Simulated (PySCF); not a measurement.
Correlation energy of As⁺ (arsenic, charge +1)

[Ar] 3d10 4s1 4p3, high-spin 5S determinant (an excited configuration). All numbers are calculated (PySCF 2.14, the spin-free X2C one-electron Hamiltonian (Gaussian nucleus), in x2c-QZVPPall). Frozen: [Ar] 3d10; 4 electrons correlated.

```
  level  correlation energy (mhartree)
   CCSD                         -25.91
    (T)                          -0.33
CCSD(T)                         -26.24
```

Diagnostics: T1 = 0.0014, D1 = 0.0038, largest double amplitude 0.047.

Is a single reference adequate?

Yes, within this model without spin-orbit coupling: T1 lies below 0.03 and no double amplitude reaches 0.07.
